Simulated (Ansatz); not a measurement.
Species: sum formula LiOH, charge 1, multiplicity 2. SMILES of the parent species: [Li][OH]
Structure (B3LYP-D3(BJ)/def2-TZVP (Ansatz, a quantum-chemistry and plane-wave program) minimum search):
```xyz
3

Li    -1.0256    -0.6388    -0.8692
O      0.2860     0.1304     0.2461
H      0.7891     0.8732     0.6391
```
Charge +1, spin multiplicity 2.

Parts of the frozen-core correlation energy in def2-SVP (Ansatz, hartree). Frozen orbitals: 2; correlated occupied orbitals by spin: 4 and 3; virtual: 22 and 23. Open shells are spin-unrestricted. No spin-orbit coupling. No relativistic terms.

```tsv
term	value
reference (HF)	-82.60129
MP2 opposite-spin	___
MP2 same-spin	___
CCSD correlation	-0.16346
(T)	___
CCSDT minus CCSD(T)	-0.00020
CCSDT(Q) minus CCSD(T)	-0.00045
T1 diagnostic	0.008
largest doubles amplitude	0.047
<S^2> of the reference	0.755
```

Fill in the missing entries.


- MP2 opposite-spin, value: -0.11271
- MP2 same-spin, value: -0.03638
- (T), value: -0.00182
